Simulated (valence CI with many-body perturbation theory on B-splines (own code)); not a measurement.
The numbers below are computed, except where a source is named.
## A CI+MBPT run for Ir⁵⁶⁺

Method: configuration interaction combined with many-body perturbation theory (CI+MBPT): three valence electrons over a frozen Dirac-Fock core [Ar], a basis of 6 s, 6 p, 5 d, 5 f, 1 g functions for each j, with the two-electron term Σ2, the three-electron term Σ3, Breit, model QED; selected single and double excitations, second order for the rest, scaled by the run's own slope (own B-spline code, finite nucleus).

Command, and the settings that its task file holds:

```sh
python run_cv.py task.json out
```

```
atom Ir  Z=77  mass_number=193  rms_radius_fm=5.4032
core [Ar]
valence 3d3
avg = 1
basis = S
breit = 1
cap = 10000
capref = 1200
cscale = 1
de = 0.0
dress = 0
eps = 2e-08
extrap = 1
h = 0.27
hh = 1
l2 = 3
lcore = 6
maxit = 60
n2 = 5
natural = 1
nlev = 21
nno = [3, 3, 3, 3, 1]
nroot = 26
nsp = [3, 3, 2, 2, 0]
pt2 = 1
qed = 1
rpa = 1
s1 = 0
s2 = 1
s3 = 1
screen = 1
tol = 2e-05
whole = 1
```

It took 22 s on 1 thread of Arm Neoverse N1, with other jobs on the host.

Log. The first blocks belong to the next ion, which gives the ionisation energy. Fields: 2J, parity (1 odd), roots, reference size, generating configurations, candidates as configurations/state functions, variational space P, stored matrix elements, Davidson steps; e2 is the range of second-order energies in hartree. The first line gives the box (bohr), its intervals, the orbitals and the steps of their self-consistent field. Window is the range of levels sought, series limit the energy at which the first omitted orbital would enter, core excitation an estimate of the first excitation out of the core, left out the lowest levels not solved, and shifts from estimates the range by which levels moved from their first estimate, all in cm⁻¹.

```
rmax 2.0 intervals 55 orbitals 40 references ['3d3', '3d2 4s', '3d2 4p'] scf 2 t 1.1
2J=4 par=0 roots 2 ref 42 generators 2 cand 293/293 P 319/319 nnz 0 it 0
2J=4 par=0 roots 2 ref 42 generators 3 cand 16/16 P 329/329 nnz 0 it 0
   second order: generators 3 cand 6/6 e2 -0.00000 -0.00000
2J=0 par=0 roots 2 ref 17 generators 2 cand 108/108 P 121/121 nnz 0 it 0
2J=0 par=0 roots 2 ref 17 generators 2 cand 4/4 P 124/124 nnz 0 it 0
   second order: generators 2 cand 1/1 e2 -0.00000 -0.00000
reference levels 431, estimated 19, window 1973692 1/cm; series limit 29965065, core excitation 2467115
2J=3 par=0 roots 5 ref 31 generators 4 cand 176/338 P 725/1807 nnz 0 it 4
2J=3 par=0 roots 5 ref 31 generators 4 cand 86/142 P 763/1887 nnz 0 it 5
   second order: generators 6 cand 791/1828 e2 -0.00000 -0.00000
2J=5 par=0 roots 5 ref 33 generators 3 cand 209/463 P 722/2068 nnz 0 it 4
2J=5 par=0 roots 5 ref 33 generators 3 cand 95/199 P 770/2188 nnz 0 it 4
   second order: generators 5 cand 796/2139 e2 -0.00000 -0.00000
2J=9 par=0 roots 3 ref 18 generators 3 cand 173/312 P 566/1462 nnz 0 it 4
2J=9 par=0 roots 3 ref 18 generators 3 cand 99/153 P 601/1527 nnz 0 it 3
   second order: generators 3 cand 64/88 e2 -0.00000 -0.00000
2J=7 par=0 roots 3 ref 25 generators 2 cand 209/482 P 664/1849 nnz 0 it 3
2J=7 par=0 roots 3 ref 25 generators 2 cand 104/232 P 721/2001 nnz 0 it 3
   second order: generators 2 cand 47/80 e2 -0.00000 -0.00000
2J=1 par=0 roots 2 ref 19 generators 2 cand 163/240 P 638/1017 nnz 0 it 0
2J=1 par=0 roots 2 ref 19 generators 2 cand 82/110 P 669/1068 nnz 0 it 0
   second order: generators 2 cand 51/59 e2 -0.00000 -0.00000
2J=11 par=0 roots 1 ref 6 generators 1 cand 165/265 P 386/863 nnz 0 it 0
2J=11 par=0 roots 1 ref 6 generators 1 cand 116/180 P 428/945 nnz 0 it 0
   second order: generators 1 cand 74/98 e2 -0.00000 -0.00000
left out: unestimated 17893679, estimated none, shifts from estimates -0 to 1
operators 1.7
```

The Davidson iterations converged. The settings are bad on purpose, so the numbers may not be properties of the ion.

The last digits are not significant, and no measured levels were compared; by estimate large intervals hold to a few tenths of a per cent, small ones and those within an open d or f shell to about a per cent. The list stops below the first excitations out of the core. Only levels of the ground parity were solved; by the run's estimate the other parity begins above the list, which can be wrong where configurations are misplaced.

| Quantity | Value |
| --- | --- |
| Valence energy | -634.969 hartree |
| Ionisation energy | 5606.9 eV (NIST: 5609 ± 5 eV (theoretical)) |
| Reference configurations for the orbitals | 3d3, 3d2 4s, 3d2 4p |
| Radial orbitals | 40 |
| Box radius | 2.011 bohr |
| Largest variational space | 2188 |
| Lowest levels | (3d3/2^3) J=3/2 0, (3d3/2^2 3d5/2) J=5/2 [a] 646640, (3d3/2^2 3d5/2) J=3/2 699500, (3d3/2^2 3d5/2) J=9/2 729850, (3d3/2^2 3d5/2) J=7/2 732750, (3d3/2^2 3d5/2) J=1/2 745420, (3d3/2^2 3d5/2) J=5/2 [b] 948000, (3d3/2 3d5/2^2) J=7/2 [a] 1366300, (3d3/2 3d5/2^2) J=9/2 1406000, (3d3/2 3d5/2^2) J=3/2 [a] 1451300, (3d3/2 3d5/2^2) J=1/2 1476600, (3d3/2 3d5/2^2) J=11/2 1485800, (3d3/2 3d5/2^2) J=5/2 [a] 1487600, (3d3/2 3d5/2^2) J=5/2 [b] 1565900 cm⁻¹ |

Levels are named by their leading jj configuration (3d3/2^4 stands for four electrons in 3d with j = 3/2), which in mixed levels can hold well under half, so a name can repeat and another be missing. Letters in brackets count levels of one name in rising energy.
